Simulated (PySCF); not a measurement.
## Polarisability and C₆ of Hg(2+) (mercury, charge +2)

[Xe] 4f14 5d10, closed-shell 1S. Computed with PySCF 2.14 in aug-cc-pVTZ-PP with ECP60MDF, with scalar relativity through the core potential. Coupled (time-dependent) response in atomic units; α is the mean over directions.

```json
{"method": "UHF", "mean α (bohr³)": "7.318", "C₆ (like pair)": "46.93", "S(−4)": "9.063"}
{"method": "PBE", "mean α (bohr³)": "8.169", "C₆ (like pair)": "53.32", "S(−4)": "12.70"}
{"method": "PBE0", "mean α (bohr³)": "7.882", "C₆ (like pair)": "51.21", "S(−4)": "11.31"}
{"method": "r2SCANh", "mean α (bohr³)": "7.881", "C₆ (like pair)": "51.78", "S(−4)": "11.00"}
{"method": "wB97X", "mean α (bohr³)": "7.944", "C₆ (like pair)": "51.54", "S(−4)": "11.58"}
```

S(−4) is the Cauchy moment in α(ω) = α(0) + S(−4) ω² + …

α(iu) at r2SCANh:

```tsv
u (hartree)	α(iu) (bohr³)
0	7.881
0.0500	7.854
0.100	7.774
0.200	7.481
0.300	7.067
0.500	6.129
0.750	5.061
1.00	4.202
1.50	2.985
2.00	2.204
3.00	1.318
5.00	0.6038
```

For an ion, C₆ is the dispersion term alone; charge-induced terms of lower order in 1/R come first.

Energies and moments cover only the electrons outside the core potential. Spin-orbit coupling, which splits the p, d and f shells strongly at this Z, is absent.
